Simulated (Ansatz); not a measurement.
Computed with Ansatz on PBE0-D4/def2-TZVP structures; ΔE is electronic, products minus reactants. CBS: MP2 limit from def2 TZ/QZ plus the TZ coupled-cluster correction, frozen cores. This one scheme is used for every species, atoms too. Functionals use def2-TZVPP. No spin–orbit coupling; open shells (•) take unrestricted orbitals. Spin–orbit coupling would lower the free atoms: a little for Al, C, Si. One conformer a species, not always the lowest.

Reaction (atomization): `N=[C]([AlH2])[SiH3]` → Al• + C• + 6 H• + N• + Si•

| species | r2SCAN0 energy (Eh) |
| --- | --- |
| `N=[C]([AlH2])[SiH3]` | -628.24435 |
| Al• | -242.32813 |
| C• | -37.83406 |
| H• | -0.49987 |
| N• | -54.58144 |
| Si• | -289.33975 |

Q: Work out ΔE.

A: ΔE = 6 × (-0.49987) + (-242.32813) + (-37.83406) + (-54.58144) + (-289.33975) − (-628.24435) = 1.16175 Eh = +31.61 eV. CCSD(T)/CBS gives +32.31 eV.

Largest T1 diagnostic among the species: 0.018.

At CCSD(T), def2-SVP lies −2.08 eV from the extrapolated value and def2-TZVPP −0.95 eV: correlation converges slowly with the basis, and small sets miss more of it in the bonded molecule than in its fragments. In def2-TZVPP, CCSD(T) changes the Hartree–Fock value by +8.43 eV (the triples alone add +0.50 eV) and MP2 by +8.55 eV; breaking electron pairs costs correlation energy, which Hartree–Fock lacks. From PBE to PBE0 (25 % exact exchange), in def2-TZVPP and without D4, ΔE moves by −0.52 eV: exact exchange takes away binding that semilocal exchange gives to molecules.

For atomizations the MP2-based limit and the directly extrapolated one differ by several kJ/mol either way, and by 10 to 25 for some Ge, Se and Sn compounds, so smaller differences from it don't rank the levels.
